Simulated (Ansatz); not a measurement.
Species, as SMILES: [B]=N (B-NH), doublet.
Atoms: B1, N2, H3. Bonds: B1-N2, N2-H3.

Basis-set convergence of the highest harmonic wavenumber at HF with Ansatz (an electronic-structure program). Each level at its own minimum, finite differences of forces, unscaled; the reference is a large set that could be run, not a limit. All functions are spherical. The program fits the integrals of some runs and decomposes those of others, by size. Core-valence sets carry the plain set on hydrogen. Open shells are unrestricted. No added dispersion term, no relativity. Reference: the value in def2-QZVPPD, 4073 cm⁻¹. Deviations are taken from unrounded values.

| basis | functions | highest harmonic wavenumber (cm⁻¹) | minus reference (cm⁻¹) |
|---|---|---|---|
| def2-SV(P) | 30 | 4059 | -14 |
| def2-SVPD | 48 | 4066 | -7 |
| 6-311+G** | 50 | 4076 | 2 |
| aug-cc-pVDZ | 55 | 4064 | -10 |
| aug-pcseg-1 | 55 | 4075 | 1 |
| pcseg-2 | 74 | 4078 | 5 |
| def2-TZVPD | 83 | 4062 | -11 |
| cc-pCVTZ | 100 | 4071 | -3 |
| aug-cc-pVTZ | 115 | 4071 | -3 |
